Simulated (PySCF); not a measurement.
A table of computed properties in which two entries of one column were swapped by mistake.

```
no.                    species (SMILES)  level of the electronic properties  dipole moment  HOMO–LUMO gap  HOMO energy  smallest rotational constant
  1  CCO[SiH]1[SiH2][SiH2][SiH2][SiH2]1                       PBE0/pcSseg-1         1.34 D        5.96 eV     -7.44 eV                     0.505 GHz
  2              CC#C[Si@@H]1C[C@H]1SCC                       PBE0/pcSseg-1         2.69 D        5.81 eV     -6.07 eV                     0.410 GHz
  3                  C=COC[SiH2]S[SiH3]                 CAM-B3LYP/def2-SVPD         2.21 D        9.16 eV     -8.45 eV                     0.708 GHz
  4                 P[Si@@H]1CC[SiH2]N1                      PBE0/def2-SVPD         0.86 D        7.24 eV     -7.06 eV                     0.935 GHz
  5         FC(F)(F)[SiH2][SiH2]P[SiH3]                      PBE0/def2-SVPD         2.89 D        6.51 eV     -7.54 eV                     0.985 GHz
  6                          CCSc1cocn1                   wB97X-D/def2-SVPD         0.88 D        9.32 eV     -7.88 eV                     0.371 GHz
```

Geometries and rotational constants: GFN2-xTB. All species are isolated and taken at one optimised geometry, non-relativistic unless stated. Electronic properties by PySCF.

The conformers computed, where there is a choice (atom-mapped SMILES and torsion angles):
- `[CH3:1][C:2]#[C:3][Si@@H:4]1[CH2:5][C@H:6]1[S:7][CH2:8][CH3:9]`: C5–C6–S7–C8 -88°, C6–S7–C8–C9 69°
- `[CH2:1]=[CH:2][O:3][CH2:4][SiH2:5][S:6][SiH3:7]`: C1–C2–O3–C4 0°, C2–O3–C4–Si5 179°, O3–C4–Si5–S6 59°, C4–Si5–S6–Si7 -41°
- `[F:1][C:2]([F:3])([F:4])[SiH2:5][SiH2:6][PH:7][SiH3:8]`: F1–C2–Si5–Si6 -62°, C2–Si5–Si6–P7 -177°, Si5–Si6–P7–Si8 79°
- `[CH3:1][CH2:2][S:3][c:4]1[cH:5][o:6][cH:7][n:8]1`: C1–C2–S3–C4 76°, C2–S3–C4–C5 -177°

The conformers of `CCO[SiH]1[SiH2][SiH2][SiH2][SiH2]1` and `P[Si@@H]1CC[SiH2]N1` aren't listed.

Q: Which two entries changed places?

A: The smallest rotational constant of rows 5 and 6. The true values are 0.371 GHz for `FC(F)(F)[SiH2][SiH2]P[SiH3]` (16 atoms, 98 electrons) and 0.985 GHz for `CCSc1cocn1` (15 atoms, 68 electrons), the smallest and the largest in that column.

Q: Restore the column in rising order.

A: row 5: 0.371 GHz, row 2: 0.410 GHz, row 1: 0.505 GHz, row 3: 0.708 GHz, row 4: 0.935 GHz, row 6: 0.985 GHz.

Q: Give the restored column in cm⁻¹.

A: row 1: 0.0169 cm⁻¹, row 2: 0.0137 cm⁻¹, row 3: 0.0236 cm⁻¹, row 4: 0.0312 cm⁻¹, row 5: 0.0124 cm⁻¹, row 6: 0.0328 cm⁻¹.
